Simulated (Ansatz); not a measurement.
Ansatz (a first-principles code) input:
A basis named .json is the Basis Set Exchange file of that set.

Ansatz 0.2 input:
```yaml
crystal:
  periodic: [false, false, false]
  atoms:
    - {symbol: C, position_ang: [-1.15705442, 0.06657306, -0.33124064]}
    - {symbol: F, position_ang: [-1.77104671, -0.89282461, -1.01327354]}
    - {symbol: F, position_ang: [-1.64448892, 0.17430921, 0.89059999]}
    - {symbol: C, position_ang: [0.31696653, 0.10632417, -0.49266213]}
    - {symbol: Cl, position_ang: [1.10543096, -1.31862199, 0.31483041]}
    - {symbol: Cl, position_ang: [0.96583694, 1.63616171, 0.13174369]}
    - {symbol: H, position_ang: [0.56879397, 0.03108005, -1.54428130]}
basis:
  gaussian:
    orbitals: cc-pV_Q+d_Z.json
hamiltonian:
  xc: hf
magnetization: {spin_polarized: true, initial_magnetization: 1}
```

Question: Which total energy does the run end on?

Answer: -1194.30569 Eh (HF/cc-pV(Q+d)Z). The basis has 378 functions.

It need not be the lowest isomer of its formula.
